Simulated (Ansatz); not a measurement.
`CB[CH2][GaH2]` → B• + 2 C• + Ga• + 8 H•  (atomization)

Calculated with Ansatz (gas phase, PBE0-D4/def2-TZVP geometries, no zero-point term in ΔE). CCSD(T)/CBS is the MP2 limit (def2-TZVPP, def2-QZVPP) plus CCSD(T) − MP2 in def2-TZVPP, frozen cores. This one scheme is used for every species, atoms too. No spin–orbit coupling; open shells (•) take unrestricted orbitals. Spin–orbit coupling would lower the free atoms: a little for B, C; clearly for Ga. For Ga outer-core shells are correlated without core-valence functions, so the limit isn't a true one: a few kJ/mol of doubt a bond, and 10 to 20 or more in all where bonds break to atoms. Scalar relativity is left out up to krypton. One conformer a species, not always the lowest.

`CB[CH2][GaH2]`:

Z-matrix (Å, degrees):
```
C
B 1 1.565
H 1 1.096 2 111.5
H 1 1.098 2 108.5 3 114.6
H 1 1.093 2 115.1 3 -124.4
C 2 1.527 1 123.4 3 126.4
H 2 1.206 1 117.9 3 -50.2
Ga 6 1.997 2 103.5 1 -87.7
H 6 1.095 2 114.9 1 23.5
H 6 1.091 2 116.4 1 158.2
H 8 1.570 6 119.0 2 79.4
H 8 1.569 6 119.5 2 -102.8
```

```tsv
level	ΔE (kJ/mol)
CCSD/def2-TZVPP	4013.2
MP2/def2-QZVPP	4118.9
```

**Question.** What does CCSD(T)/CBS give? (Estimate.)

**Answer.** The calculation gave: +4124.8 kJ/mol. The listed levels differ from it by -111.6, -5.9 kJ/mol.

Largest T1 diagnostic among the species: 0.014.

In def2-TZVPP, CCSD(T) changes the Hartree–Fock value by +868.3 kJ/mol (the triples alone add +41.2 kJ/mol) and MP2 by +891.6 kJ/mol; breaking electron pairs costs correlation energy, which Hartree–Fock lacks. The D4 term adds +35.4 kJ/mol with B3LYP and +18.6 kJ/mol with PBE0; it sums over pairs of atoms, weighted by their polarisabilities, and B3LYP, whose exchange is more repulsive, gets the larger term.

B3LYP here is the variant with VWN-RPA as its local correlation; programs differ in this.

For atomizations the MP2-based limit and the directly extrapolated one differ by several kJ/mol either way, and by 10 to 25 for some Ge, Se and Sn compounds, so smaller differences from it don't rank the levels.
